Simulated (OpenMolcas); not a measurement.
Se I: effect of the IPEA shift

```json
{"Program": "OpenMolcas 26.06", "Basis": "ANO-RCC-VTZP [6s5p3d1f]", "Scalar Hamiltonian": "DKH2, point nucleus", "Active space": "4 electrons in 3 orbitals (4p)", "State averaging": "2S+1 = 3 even, 3 roots; 2S+1 = 1 even, 6 roots", "Spin-orbit coupling": "state interaction with AMFI integrals over the reference wave functions, term energies averaged over their components"}
```

Methods on the same reference wave functions:
A. CASSCF
B. SS-CASPT2, IPEA 0 Eh, imaginary shift 0.1 Eh (closed shells correlated: 3d 4s)
C. SS-CASPT2, IPEA 0.25 Eh, imaginary shift 0.1 Eh (closed shells correlated: 3d 4s)

Energies in cm-1 above 4s2 4p4 3P2, the measured ground level; measured values from NIST Handbook of Basic Atomic Spectroscopic Data.

| Level | A | B | C | Measured |
| --- | --- | --- | --- | --- |
| 4s2 4p4 3P2 | 0.0 | 0.0 | 0.0 | 0.0 |
| 4s2 4p4 3P1 | 1809 | 1827 | 1833 | 1989 |
| 4s2 4p4 3P0 | 2429 | 2400 | 2410 | 2534 |
| 4s2 4p4 1D2 | 11803 | 10310 | 9920 | 9576 |
| 4s2 4p4 1S0 | 27840 | 23600 | 23560 | 22446 |

Deviations, from unrounded energies. A percentage is the sum of absolute deviations over the sum of measured energies, with the sign that they share, or ± where signs differ.

| Against measurement | Levels | A | B | C |
| --- | --- | --- | --- | --- |
| mean absolute deviation (cm-1) | 4 | 2000 | 540 | 440 |
| fine structure of the ground term (%) | 2 | -6.3 | -6.5 | -6.3 |
| other terms of the ground configuration (%) | 2 | +23.8 | +5.9 | +4.6 |

C lies closest to measurement on these levels and A furthest from it. The largest miss of C in the table is 4s2 4p4 1S0, by +1100 cm-1. The ranking rests on the paired levels alone, and a cruder setting can come out closer through cancelling errors.

Between B and C the level of the table that moves most is 4s2 4p4 1D2, by 390 cm-1 (lowest in C, highest in B). Moves below CASPT2's spread within the term are not significant.

The mean deviations of B to C differ by less than CASPT2's widest spread within a term (170 cm-1), so their order carries little weight.

From A to B the spin-free energies of the other terms of 4s2 4p4 shown, above 3P, scale by factors of 0.84 to 0.86.

The lowest spin-free term lies below A's lowest term by 0.168 hartree in B, 0.159 hartree in C.

CASPT2 breaks the degeneracy within a term, and the mean is taken; among the terms shown or strongly mixed into the levels shown the widest spread is 170 cm-1 (4s2 4p4 1D, C). With the s shell closed, the reference lacks s² → p² mixing. Without dynamic correlation excited terms often stand tens of per cent too high (terms of higher spin than the ground term too low), and those without a measured partner can miss by more than the paired ones (holds for A). Computed and measured levels are paired by configuration, term and J; levels that our copy of the source lacks, or whose pairing is in doubt (as where it misses far off the trend of its configuration), stay unpaired and out of the deviations. Only configurations of the active space appear.
